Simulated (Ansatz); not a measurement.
C$_{2}$H$_{7}$GaSi (`[SiH3][CH]1[CH2][GaH]1`), relaxed with RKS PBE-D4/def2-SVP in Ansatz from a rough embedded geometry. The force threshold is 0.03 eV/Å; the program also tests the step.

The species carries charge 0 and has multiplicity 1.

Start:

```xyz
11

Si   -1.280   -0.206    0.462
C     0.508   -0.345    0.137
C     0.833    0.273   -1.177
Ga    1.924    0.011    0.459
H    -2.072   -0.965   -0.536
H    -1.752    1.177    0.518
H    -1.598   -0.830    1.789
H     0.810   -1.415    0.090
H     0.638    1.425   -1.173
H     0.231   -0.144   -2.026
H     1.757    1.020    1.457
```

Task: How much energy does the relaxation release, and in how many steps? (Best estimate.)

Result: Computed: 159.58 kcal/mol, in 33 steps.

Task: Which bonds change most? (An estimate is asked.)

Result: Ansatz gave: C3–Ga4 from 1.984 to 2.336 Å; Ga4–H11 from 1.429 to 1.673 Å; Si1–H6 from 1.462 to 1.563 Å; C2–C3 from 1.488 to 1.396 Å.

Task: Give the relaxed structure. (Estimate.)

Result: The calculation gave: 
```xyz
11

Si   -1.204   -0.246    0.651
C     0.296   -0.769   -0.319
C     0.703    0.091   -1.340
Ga    1.209    1.474    0.474
H    -2.465   -0.212   -0.175
H    -0.900    1.271    0.874
H    -1.435   -0.969    1.942
H     0.953   -1.589    0.010
H    -0.017    0.774   -1.825
H     1.630   -0.084   -1.914
H     1.231    0.258    1.623
```
